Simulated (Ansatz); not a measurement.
Cost and result for the atomization energy of C₂H₄FNOSi (`N[Si]1(F)C=CO1`) (10 atoms, 10 bonds).

Z-matrix (Å, degrees):
```
Si
F 1 1.587
C 1 1.820 2 121.1
O 1 1.713 2 108.6 3 88.1
N 1 1.680 2 105.1 3 -143.5
C 1 2.130 2 123.3 3 46.1
H 3 1.076 1 147.8 2 -75.6
H 5 1.005 1 122.5 2 174.8
H 5 1.006 1 122.2 2 -22.9
H 6 1.087 1 169.5 2 84.2
```

Total charge 0; spin multiplicity 1. Geometry: relaxed with PBE0-D4/def2-TZVP. It is one conformer, not always the lowest. Program: Ansatz. All runs use 4 threads of an AMD EPYC 7R43 on a shared host. Times are those of one run each, without the atoms' runs, and a repeat can differ threefold. Electronic energies, without spin–orbit coupling; frozen cores. CCSD(T)/CBS adds CCSD(T) − MP2 in def2-TZVPP to the MP2 limit, and its time is that of the two runs behind it. T1 = 0.013. B3LYP takes the VWN-RPA correlation (the form of Gaussian; ORCA's B3LYP/G).

CCSD(T)/CBS is a level of theory with its own doubt, some kJ/mol a heavy atom from the limit and from the frozen cores, so smaller differences don't rank the functionals.

| level | functions | wall time |
| --- | --- | --- |
| PBE-D4/def2-TZVPP (with forces) | 253 | 2.8 s |
| PBE0-D4/def2-TZVPP | 253 | 3.2 s |
| r2SCAN-D4/def2-TZVPP (with forces) | 253 | 4.8 s |
| B3LYP-D4/def2-TZVPP (with forces) | 253 | 5 s |
| B2PLYP/def2-TZVPP | 253 | 6 s |
| ωB97X-V/def2-TZVPP | 253 | 7.5 s |
| ωB97M-V/def2-TZVPP (with forces) | 253 | 10 s |
| MP2/def2-QZVPP | 475 | 24 s |
| CCSD(T)/def2-TZVPP | 253 | 2.9 min |
| CCSD(T)/CBS(def2) | – | 3.3 min |

(1) What atomization energy does each give, and how far from CCSD(T)/CBS? (Estimate.)

Answers

(1) Ansatz gave: 
```tsv
level	atomization (kJ/mol)	difference from CCSD(T)/CBS	per bond
PBE-D4/def2-TZVPP (with forces)	4393.8	116.3	11.6
PBE0-D4/def2-TZVPP	4279.1	1.6	0.2
r2SCAN-D4/def2-TZVPP (with forces)	4283.4	5.9	0.6
B3LYP-D4/def2-TZVPP (with forces)	4258.3	-19.2	-1.9
B2PLYP/def2-TZVPP	4228.9	-48.6	-4.9
ωB97X-V/def2-TZVPP	4287.0	9.5	0.9
ωB97M-V/def2-TZVPP (with forces)	4294.4	16.9	1.7
MP2/def2-QZVPP	4360.3	82.8	8.3
CCSD(T)/def2-TZVPP	4140.6	-136.9	-13.7
CCSD(T)/CBS(def2)	4277.5	0.0	0.0
```

In def2-TZVPP, CCSD(T) changes the Hartree–Fock value by +1152.6 kJ/mol (the triples alone add +81.7 kJ/mol) and MP2 by +1289.7 kJ/mol; breaking electron pairs costs correlation energy, which Hartree–Fock lacks. From PBE to PBE0 (25 % exact exchange), in def2-TZVPP and without D4, the atomization energy moves by −111.2 kJ/mol: exact exchange takes away binding that semilocal exchange gives to molecules. The D4 term adds +35.1 kJ/mol with B3LYP and +18.3 kJ/mol with PBE0; it sums over pairs of atoms, weighted by their polarisabilities, and B3LYP, whose exchange is more repulsive, gets the larger term.
